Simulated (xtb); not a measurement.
BeCl, charge +1, singlet, geometry from GFN2-xTB (such geometries of metal compounds can be far from the true shape); GFN2-xTB (xtb).

Input for xtb:
```
$ xtb mol.xyz --gfn 2 --chrg 1 --hess --json

# file mol.xyz
2

Be    -0.00000000    -0.00000000    -1.34550453
Cl     0.00000000     0.00000000     0.31658930
```

Task: What does xtb print? Leave out banner, timings and long lists.

Result: 
```
   ID    Z sym.   atoms
    1    4 Be     1
    2   17 Cl     2

           -------------------------------------------------
          |                Calculation Setup                |
           -------------------------------------------------

           -------------------------------------------------
          |                 G F N 2 - x T B                 |
           -------------------------------------------------

          ...................................................
          :                      SETUP                      :
          :.................................................:
          :  # basis functions                  14          :
          :  # atomic orbitals                  13          :
          :  # shells                            5          :
          :  # electrons                         8          :
          :  max. iterations                   250          :
          :  Hamiltonian                  GFN2-xTB          :
          :  restarted?                      false          :
          :  GBSA solvation                  false          :
          :  PC potential                    false          :
          :  electronic temp.          300.0000000     K    :
          :  accuracy                    1.0000000          :
          :  -> integral cutoff          0.2500000E+02      :
          :  -> integral neglect         0.1000000E-07      :
          :  -> SCF convergence          0.1000000E-05 Eh   :
          :  -> wf. convergence          0.1000000E-03 e    :
          :  Broyden damping             0.4000000          :
          :  net charge                          1          :
          :  unpaired electrons                  0          :
          ...................................................

 iter      E             dE          RMSdq      gap      omega  full diag
   1     11.2682450  0.112682E+02  0.523E+01    5.99       0.0  T
   2     -2.9853022 -0.142535E+02  0.328E+01   20.42       1.0  T
   3     -3.3086134 -0.323311E+00  0.216E+01   15.09       1.0  T
   4     -4.6586625 -0.135005E+01  0.162E+01    2.38       1.0  T
   5     -4.6739810 -0.153184E-01  0.161E+01    2.41       1.0  T
   6     14.9872589  0.196612E+02  0.572E+01   12.38       1.0  T
   7     13.7831167 -0.120414E+01  0.545E+01   11.01       1.0  T
   8     -3.3723239 -0.171554E+02  0.222E+01   14.35       1.0  T
   9     -3.2748172  0.975067E-01  0.237E+01   14.99       1.0  T
  10     -3.0205522  0.254265E+00  0.359E+01   18.33       1.0  T
  11     -2.9877809  0.327713E-01  0.375E+01   19.16       1.0  T
  12     -3.2396299 -0.251849E+00  0.275E+01   15.07       1.0  T
  13     -4.6535402 -0.141391E+01  0.166E+01    3.64       1.0  T
  14      3.0727366  0.772628E+01  0.357E+01    2.36       1.0  T
  15     -3.2038833 -0.627662E+01  0.230E+01   15.55       1.0  T
  16     -4.7051608 -0.150128E+01  0.125E+01    2.52       1.0  T
  17      7.6325142  0.123377E+02  0.464E+01    3.84       1.0  T
  18     -4.2250749 -0.118576E+02  0.153E+01    6.45       1.0  T
  19     -4.4774928 -0.252418E+00  0.100E+01    5.06       1.0  T
  20      5.6493683  0.101269E+02  0.427E+01    2.93       1.0  T
  21     -4.1074572 -0.975683E+01  0.127E+01    7.81       1.0  T
  22     -3.9630328  0.144424E+00  0.135E+01    2.11       1.0  T
  23     -0.9680128  0.299502E+01  0.243E+01    1.84       1.0  T
  24     -4.6908664 -0.372285E+01  0.791E+00    3.92       1.0  T
  25      0.9328608  0.562373E+01  0.308E+01    1.96       1.0  T
  26     -4.7650467 -0.569791E+01  0.714E+00    3.25       1.0  T
  27     -4.2811218  0.483925E+00  0.111E+01    2.31       1.0  T
  28     -3.5210503  0.760071E+00  0.153E+01    2.00       1.0  T
  29     -2.7262128  0.794838E+00  0.187E+01    1.88       1.0  T
  30     -3.2995948 -0.573382E+00  0.164E+01    1.95       1.0  T
  31     -3.5624856 -0.262891E+00  0.151E+01    2.00       1.0  T
  32     -4.4228280 -0.860342E+00  0.101E+01    2.41       1.0  T
[...]
         :: total energy              -4.739635846309 Eh    ::
[...]
   full:       -4.583       0.000      -4.583       0.000       0.000       9.166

           -------------------------------------------------
          |               Frequency Printout                |
           -------------------------------------------------
 vibrational frequencies (cm⁻¹)
eigval :        0.00     0.00     0.00     0.00     0.00  1037.42
 reduced masses (amu)
   1: 14.37   2: 14.37   3: 30.09   4: 30.09   5: 30.09   6: 14.37
 IR intensities (km·mol⁻¹)
   1: 67.26   2: 67.26   3: 21.92   4: 21.92   5: 21.92   6:138.74
 Raman intensities (Ä⁴*amu⁻¹)
   1:  0.00   2:  0.00   3:  0.00   4:  0.00   5:  0.00   6:  0.00
 output can be read by thermo (or use thermo option).
 writing <g98.out> molden fake output.
 recommended (thermochemical) frequency scaling factor: 1.0
           -------------------------------------------------
          |             Thermodynamic Functions             |
           -------------------------------------------------

cin symmetry found (for desy threshold:  0.10E+00) used in thermo

          ...................................................
          :                      SETUP                      :
          :.................................................:
          :  # frequencies                           1      :
          :  # imaginary freq.                       0      :
          :  linear?                              true      :
          :  only rotor calc.                    false      :
          :  symmetry                              cin      :
          :  rotational number                       1      :
          :  scaling factor                  1.0000000      :
          :  rotor cutoff                   50.0000000 cm⁻¹ :
          :  imag. cutoff                  -20.0000000 cm⁻¹ :
          :.................................................:

    mode    ω/cm⁻¹     T·S(HO)/kcal·mol⁻¹    T·S(FR)/kcal·mol⁻¹   T·S(vib)
   ------------------------------------------------------------------------
   ------------------------------------------------------------------------

   temp. (K)  partition function   enthalpy   heat capacity  entropy
                                   cal/mol     cal/K/mol   cal/K/mol   J/K/mol
 298.15  VIB   1.01                   19.995      0.338      0.080
         ROT   244.                  592.502      1.987     12.912
         INT   246.                  612.497      2.325     12.992
         TR   0.287E+27             1481.254      4.968     37.285
         TOT                        2093.7509     7.2934    50.2774   210.3605

       T/K    H(0)-H(T)+PV         H(T)/Eh          T*S/Eh         G(T)/Eh
   ------------------------------------------------------------------------
    298.15    0.333660E-02    0.570002E-02    0.238884E-01   -0.181884E-01
   ------------------------------------------------------------------------

         :::::::::::::::::::::::::::::::::::::::::::::::::::::
         ::                  THERMODYNAMIC                  ::
         :::::::::::::::::::::::::::::::::::::::::::::::::::::
         :: total free energy          -4.757824227646 Eh   ::
         ::.................................................::
         :: total energy               -4.739635846319 Eh   ::
         :: zero point energy           0.002363414847 Eh   ::
         :: G(RRHO) w/o ZPVE           -0.020551796174 Eh   ::
         :: G(RRHO) contrib.           -0.018188381328 Eh   ::
         :::::::::::::::::::::::::::::::::::::::::::::::::::::

           -------------------------------------------------
          | TOTAL ENERGY               -4.739635846319 Eh   |
          | TOTAL ENTHALPY             -4.733935827058 Eh   |
          | TOTAL FREE ENERGY          -4.757824227646 Eh   |
          | GRADIENT NORM               0.000000173832 Eh/α |
          | HOMO-LUMO GAP               3.571666632490 eV   |
           -------------------------------------------------

normal termination of xtb
```
